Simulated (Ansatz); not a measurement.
Basis sets compared for FeBr₂. Charge 0, multiplicity 5. Geometry PBE-D4/def2-TZVP. Ansatz on 2 threads of Intel Xeon Platinum 8375C on a shared host; times are rough, and most runs start from earlier orbitals.

```xyz
3

Fe    0.000   -0.001    0.000
Br    2.175   -0.407    0.501
Br   -2.175    0.408   -0.500
```

The 6-31G sets use Cartesian d functions. B3LYP takes the VWN-RPA correlation. At PBE-D4/def2-SVP the gap within one spin of the charge 0 quintet nearly closes, so an electron or hole may be smeared out by delocalisation error.

Binding counts from free atoms (Fe quintet, Br doublet) in the same basis, without a counterpoise term.

| level | functions | energy (Eh) | HOMO (eV) | LUMO (eV) | binding per atom (eV) | wall time |
| --- | --- | --- | --- | --- | --- | --- |
| HF/6-31G | 87 | -6406.5172 | -11.33 | -0.11 | 1.55 | 5.5 s |
| HF/def2-TZVP | 141 | -6407.4281 | -11.25 | 0.49 | 1.85 | 16 s |
| PBE-D4/def2-SVP | 95 | -6410.3324 | -5.06 | -4.93 | 2.65 | 4.6 s |
| PBE-D4/def2-TZVP (with forces) | 141 | -6411.1449 | -5.63 | -5.20 | 2.58 | 17 s |
| r2SCAN-D4/def2-TZVP | 141 | -6412.1090 | -6.15 | -4.92 | 2.62 | 52 s |
| B3LYP-D4/6-31G | 87 | -6411.3161 | -8.08 | -4.57 | 2.22 | 22 s |
| B3LYP-D4/def2-TZVP | 141 | -6412.2463 | -8.02 | -4.26 | 2.42 | 14 s |
| PBE0-D4/def2-SVP | 95 | -6410.5353 | -8.13 | -3.62 | 2.52 | 10 s |
| PBE0-D4/def2-TZVP (with forces) | 141 | -6411.3392 | -8.35 | -3.74 | 2.54 | 31 s |

Q: Estimate the rows for PBE-D4/def2-TZVPD, r2SCAN-D4/def2-TZVPD, PBE0-D4/def2-TZVPD.

A: 
| level | functions | energy (Eh) | HOMO (eV) | LUMO (eV) | binding per atom (eV) | wall time |
| --- | --- | --- | --- | --- | --- | --- |
| PBE-D4/def2-TZVPD | 162 | -6411.1468 | -5.67 | -5.24 | 2.59 | 11 s |
| r2SCAN-D4/def2-TZVPD | 162 | -6412.1103 | -6.17 | -4.94 | 2.62 | 64 s |
| PBE0-D4/def2-TZVPD | 162 | -6411.3407 | -8.39 | -3.77 | 2.55 | 18 s |
